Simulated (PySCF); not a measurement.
**Worked example: refractive index and permittivity of the vapour**

Al(GeH3)(H)(OH) (AlGeH5O), SMILES [AlH]([GeH3])[OH].

Geometry optimised at B3LYP-D3(BJ)/def2-SVP. The values are those of a single conformer.

ωB97X/def2-TZVPD run with PySCF gives a mean static polarisability of 68.1 bohr³ and a dipole moment of 1.50 D. Take an ideal gas at 298.15 K and 0.1 bar, whether or not the substance is that volatile.

### Question
Work out n − 1 in the optical limit and the static ε − 1.

### Answer

Polarisability volume α' = 68.1 × 0.148185 = 10.09 Å³. Number density N = p/kT = 2.43e-6 Å⁻³.
Dilute limit of Lorentz–Lorenz: n − 1 = 2π N α' = 0.00015.
Orientation term of Debye: μ²/(3kT) = 8.098 Å³ × μ²(D²) = 18.22 Å³.
ε − 1 = 4π N (α' + μ²/3kT) = 0.00086. Orientation of the dipole supplies 64 % of the static response; it can't follow optical fields. Vibrational polarisation and dispersion are left out.
